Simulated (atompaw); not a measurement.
**sulfur (S): variants of one PAW (atompaw) potential**

Base potential:

S, PAW, made with atompaw 4.2.0.5 (PBEsol, non-relativistic). Core [Ne], reference 3s2 3p4. Waves: 3s (bound): rc 1.30 bohr; 3s channel at 0.75 Ry: rc 1.55 bohr; 3p (bound): rc 1.55 bohr; 3p channel at 0.05 Ry: rc 1.55 bohr. Local part: troulliermartins scheme with l = 2 at 0.5 Ry, radius 1.55 bohr. Core correction: smooth core density matched at 1.35 bohr. Augmentation charge: sinc compensation charge, radius 1.30 bohr; PAW radius 1.55 bohr; waves and projectors: custom polynom2 7 10 vanderbiltortho.

All-electron outer shells of the reference configuration (PBEsol, non-relativistic, ld1.x):

| shell | level (eV) | outermost node (bohr) | outermost maximum (bohr) |
| --- | --- | --- | --- |
| 2p | -156.30 | – | 0.33 |
| 3s | -17.08 | 0.60 | 1.42 |
| 3p | -6.99 | 0.58 | 1.61 |

Cutoffs, loose and tight: the cutoffs (Ry, on a coarse ladder) from which the occupation-weighted sum of valence levels, in a spherical-Bessel basis at the reference potential, stays within 10 and 1 mRy of its value at 400 Ry. They see the waves, projectors and local potential, not the compensation charge or the core. A dash means not determined.

A true bound ghost makes a file unfit for plane-wave use even where its test errors are small: the radial tests pick states by their node count and pass the ghost by.

| change | outcome | cutoff, loose | cutoff, tight | bound ghosts |
| --- | --- | --- | --- | --- |
| base | generated | 18 Ry | 25 Ry | none |
| scalar-relativistic | generated | 18 Ry | 25 Ry | none |
| local potential troulliermartins scheme with l = 2 at 0.5 Ry, radius 1.48 bohr | generated | 18 Ry | 25 Ry | none |
| augmentation sinc compensation charge, radius 1.52 bohr; PAW radius 1.55 bohr; waves and projectors: custom polynom2 7 10 vanderbiltortho | generated | 18 Ry | 25 Ry | none |
| wave 3s channel at 0.75 Ry: rc 1.55 bohr becomes 3s channel at -0.69 Ry: rc 1.55 bohr | generated | 18 Ry | 25 Ry | none |
| core correction smooth core density matched at 1.18 bohr | generated | 18 Ry | 25 Ry | none |
| functional PBE | generated | 18 Ry | 25 Ry | none |
| augmentation sinc compensation charge, radius 1.30 bohr; PAW radius 1.55 bohr; waves and projectors: modrrkj vanderbiltortho | failed: atompaw: The overlap operator has at least one negative eigenvalue! | – | – | – |

What comes out with this change to the base: wave 3p (bound): rc 1.55 bohr becomes 3p (bound): rc 1.50 bohr?

outcome: generated; cutoff, loose: 18 Ry; cutoff, tight: 25 Ry; bound ghosts: p.

What comes out with this change to the base: augmentation sinc compensation charge, radius 1.30 bohr; PAW radius 1.55 bohr; waves and projectors: custom rrkj vanderbiltortho?

outcome: generated; cutoff, loose: 21 Ry; cutoff, tight: 35 Ry; bound ghosts: none.

What comes out with this change to the base: reference 3s2 3p3?

outcome: generated; cutoff, loose: 18 Ry; cutoff, tight: 30 Ry; bound ghosts: none.
